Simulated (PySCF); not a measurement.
**Calculated properties of `[CH2]CCC(=O)O[SiH3]` [radical]**

C4H9O2Si (doublet state).
Geometry (GFN2-xTB, Å), atoms numbered from 1 in this order:
```xyz
16
C4H9O2Si angstrom
C     -1.8514    0.9835    0.8671
C     -1.8967   -0.4590    0.5760
C     -0.8324   -0.8931   -0.4395
C      0.5331   -0.7004    0.1742
O      0.9537   -1.3389    1.1026
O      1.2383    0.2668   -0.3926
Si     2.7459    0.6940    0.1706
H     -2.5176    1.4020    1.5956
H     -1.1462    1.6258    0.3794
H     -1.7538   -1.0371    1.5007
H     -2.8918   -0.7419    0.2007
H     -0.9588   -1.9521   -0.6714
H     -0.9101   -0.3044   -1.3530
H      3.6461   -0.4435    0.0302
H      3.0074    1.7728   -0.7719
H      2.6267    1.1344    1.5548
```

GFN2-xTB geometry:

```
Point group of the GFN2-xTB geometry                  : C1
Rotational constants A, B, C of the GFN2-xTB geometry : 4.290, 1.234, 1.117 GHz
```

From UKS B3LYP, pcH-1 on C H O Si, non-relativistic, mean-field spin-orbit, GIAO (PySCF):

```
Isotropic g value                                                      : 2.00265
Principal g values                                                     : 2.00221, 2.00277, 2.00297
Spin squared ⟨S²⟩                                                      : 0.754
Largest Mulliken spin population                                       : 1.08 on C1
Largest isotropic hyperfine couplings (means over sets of like nuclei) : 1H +119.7 (H10/H11), 13C +87.1 (C1), 1H -64.4 (H8/H9), 13C -35.0 (C2), 1H -2.1 (H12/H13) MHz
```

Monoisotopic mass (most abundant isotopes): 117.0372 u.

At 9.50 GHz, hν = g·μB·B₀ (B₀ the magnetic field) puts the centre of the isotropic spectrum, to first order, at 338.9 mT. The rotational constants make it an asymmetric top with κ = (2B − A − C)/(A − C) = -0.93, nearer the prolate limit (−1). g_iso is shifted by about +330 ppm from the free-electron value 2.002319; the principal values span 0.0008. ⟨S²⟩ is 0.004 above the pure-spin value S(S + 1) = 0.75.

The structure is a single GFN2-xTB conformer in the gas phase; no vibrational or solvent corrections. Hyperfine couplings depend on the geometry, which wasn't re-optimised at a DFT level. Couplings of like nuclei are plain means over topologically equivalent atoms, as if these changed places fast (by rotation of a methyl-like group, say); in this geometry the members of some sets differ.
